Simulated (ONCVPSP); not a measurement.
hydrogen: ONCV pseudisation with PBE, scalar-relativistic reference atom.

ONCVPSP 4.0.1 was run on this input:

```
# ATOM AND REFERENCE CONFIGURATION
# atsym  z   nc   nv     iexc    psfile
  H 1.00    0    1        4      upf
#
#   n    l    f
    1    0    0.50
#
# PSEUDOPOTENTIAL AND OPTIMIZATION
# lmax
    1
#
#   l,   rc,      ep,       ncon, nbas, qcut
    0    1.10    0.00    3    7    5.60
    1    1.10    0.03    4    7    6.70
#
# LOCAL POTENTIAL
# lloc, lpopt,  rc(5),   dvloc0
    0    5    1.10    0.00
#
# VANDERBILT-KLEINMAN-BYLANDER PROJECTORs
# l, nproj, debl
    0    0    1.50
    1    2    1.30
#
# MODEL CORE CHARGE
# icmod, fcfact, rcfact
    0    0.00    0.00
#
# LOG DERIVATIVE ANALYSIS
# epsh1, epsh2, depsh
   -2.00    5.00    0.02
#
# OUTPUT GRID
# rlmax, drl
    6.00    0.01
#
# TEST CONFIGURATIONS
# ncnf
    1
# nvcnf
#   n    l    f
    1
    1    0    1.00
#
```

Command:

```bash
oncvpsp.x < H.dat > H.out
```

Resulting log (shortened: citation, most of the input echo, consistency checks and plot data are left out):

```
ONCVPSP  (Optimized Norm-Conservinng Vanderbilt PSeudopotential)
scalar-relativistic version 4.0.1

#   n    l    f        energy (Ha)
    1    0    0.50    -4.6601318E-01

Reference configufation results
  iterations    13
  all-electron total energy (Ha)   -2.83946893D-01

Begin loop to  construct optimized pseudo wave functions
and semi-local pseudopoentials for all angular momenta

Calculating optimized projector #   1

 for l=   0

    Fraction of norm inside rc  0.413854
    Optimizing pswf for qcut=   5.62 a_B^-1,  ecut=  15.78 Ha
    Residual kinetic energy error=  5.03D-04 Ha

    Energy error per electron        Cutoff
         Ha          eV             Ha
         0.01000     0.27211        8.09
         0.00100     0.02721       13.86
         0.00010     0.00272       57.91
         0.00001     0.00027      126.62

   Wellstate for l =  1  n =  2
     eigenvalue =   0.0300
     asymptotic potential =   0.5300
     half-point radius =  6.1718

   Wellstate for l =  1  n =  3
     eigenvalue =   1.3300
     asymptotic potential =   1.8300
     half-point radius =  3.2756

Calculating optimized projector #   1

 for l=   1

    Fraction of norm inside rc  0.017895
    Optimizing pswf for qcut=   6.72 a_B^-1,  ecut=  22.57 Ha
    Residual kinetic energy error=  1.80D-06 Ha

    Energy error per electron        Cutoff
         Ha          eV             Ha
         0.01000     0.27211        1.34
         0.00100     0.02721        3.76
         0.00010     0.00272        8.77
         0.00001     0.00027       16.25

Calculating optimized projector #   2

 for l=   1

    Fraction of norm inside rc  0.090912
    Optimizing pswf for qcut=   6.72 a_B^-1,  ecut=  22.57 Ha
    Residual kinetic energy error=  1.89D-05 Ha

    Energy error per electron        Cutoff
         Ha          eV             Ha
         0.01000     0.27211        4.41
         0.00100     0.02721        9.39
         0.00010     0.00272       16.81
         0.00001     0.00027       24.97

Construct Vanderbilt / Kleinmman-Bylander projectors

B matrix Hermiticity error, ll=   1
   1   2    4.4066E-06

  Orthonormal projector coefficients -5.1142E-01  4.1574E-01

Pseudoatom total energy   -0.283653

Diagnostic tests using Vanderbilt-Kleinman-Bylander pseudopotentials
  1 or more projectors used as specified by nproj input data

   l    rcore       rmatch      e in        delta e   norm test  slope test

   0   1.1035545   1.1370608  -0.4660132  -0.0000226   0.9999818   0.9997797

   1   1.1035545   1.1370608   0.0300000   0.0001191   1.0000436   1.0000436
   1   1.1035545   1.1370608   1.3300000   0.0001065   1.0000558   1.0000558

 Testing for bound ghosts
   n   l    E NL Schr. Eq   E Basis Diag.   E Cutoff

   2   1       -0.060159        0.404643    179.90

 Testing for highly-localized positive-energy ghosts
       l    <radius>/rc     E Basis Diag.   E Cutoff

Test configuration 0

   n   l     f        eae           eps        diff
   1   0  0.5000   -0.46601318   -0.46603583   -2.26D-05

    Total energies and differences
      AE_ref= -2.83946893D-01  AE_tst= -2.83946893D-01  dif=  0.00D+00
      PS_ref= -2.83653120D-01  PS_tst= -2.83653120D-01  dif= -2.94D-15
      PSP excitation error=  2.94D-15

Test configuration 1

   n   l     f        eae           eps        diff
   1   0  1.0000   -0.23860194   -0.23872522   -1.23D-04

    Total energies and differences
      AE_ref= -2.83946893D-01  AE_tst= -4.58934602D-01  dif= -1.75D-01
      PS_ref= -2.83653120D-01  PS_tst= -4.58709452D-01  dif= -1.75D-01
      PSP excitation error=  6.86D-05
```

The run took about 0.9 s on one core of a shared server CPU.
